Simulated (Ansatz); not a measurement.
BH₂, SMILES [BH2], multiplicity 2.

Geometry optimised at ωB97X-D3(BJ)/def2-TZVPD. The isomer is the one that the SMILES or the coordinates give; other isomers of the formula were not compared.

Two levels are set side by side: PBE/def2-TZVPD (Ansatz, a first-principles code) and PBE0/def2-TZVPD (Ansatz). Energy differences of separate SCF runs at the same geometry; the states with an electron removed or added have multiplicity 1 and 3. Differences are taken from unrounded values.

```csv
quantity,PBE0,PBE,PBE minus PBE0
vertical ionisation energy (eV),9.21,9.22,0.01
```

Here PBE gives about what the other level gives.
